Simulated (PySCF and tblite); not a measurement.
Results of a calculation; reference values are marked as such.
Stationary points of C3H7BO3Si at GFN2-xTB, in Å:

Structure A

```
 1 O    -2.764   -1.132    0.067
 2 B    -1.930   -0.066    0.084
 3 O    -2.515    1.182    0.083
 4 C    -0.377   -0.174    0.009
 5 C     0.353   -1.305    0.068
 6 O     1.688   -1.320   -0.006
 7 C     2.264   -0.019   -0.171
 8 Si    0.815    1.254   -0.204
 9 H    -2.363   -1.992   -0.043
10 H    -2.635    1.633    0.910
11 H    -0.041   -2.308    0.194
12 H     2.849   -0.044   -1.093
13 H     2.964    0.126    0.654
14 H     0.915    2.188    0.924
15 H     0.776    1.978   -1.476
```

Structure B

```
 1 O    -2.759   -1.018    0.284
 2 B    -1.865    0.012    0.177
 3 O    -2.359    1.274    0.199
 4 C    -0.328   -0.140    0.033
 5 C     0.363   -1.293   -0.010
 6 O     1.694   -1.342   -0.138
 7 C     2.307   -0.051   -0.221
 8 Si    0.897    1.267   -0.114
 9 H    -2.391   -1.898    0.267
10 H    -3.312    1.308    0.288
11 H    -0.059   -2.290    0.051
12 H     2.866   -0.023   -1.158
13 H     3.032    0.012    0.592
14 H     1.068    2.119    1.066
15 H     0.841    2.070   -1.338
```

Structure C

```
 1 O    -2.768   -1.230    0.128
 2 B    -1.982   -0.126    0.154
 3 O    -2.647    1.050    0.289
 4 C    -0.419   -0.169    0.034
 5 C     0.322   -1.294    0.021
 6 O     1.655   -1.301   -0.079
 7 C     2.226    0.007   -0.178
 8 Si    0.774    1.267   -0.113
 9 H    -2.314   -2.063    0.025
10 H    -2.102    1.833    0.318
11 H    -0.065   -2.305    0.097
12 H     2.796    0.040   -1.108
13 H     2.937    0.110    0.644
14 H     0.879    2.156    1.050
15 H     0.693    2.063   -1.343
```

The path came from a restrained scan, a climbing-image band and a saddle search at GFN2-xTB; energies are PBE0/pcSseg-1 + D3(BJ)//GFN2-xTB, thermal terms GFN2-xTB.

Problem. Which structure is a saddle point, and along which motion?

Solution. A: one imaginary mode (600i cm⁻¹ at GFN2-xTB, mostly on H10, O3), along the rotation about the B2–O3 bond (torsion O1–B2–O3–H from 0° to 179°, rising).

Problem. Give their symmetry and energies above the lowest.

Solution. A C1, 10.8 kcal/mol; B Cs, 0.0 kcal/mol; C C1, 4.1 kcal/mol.
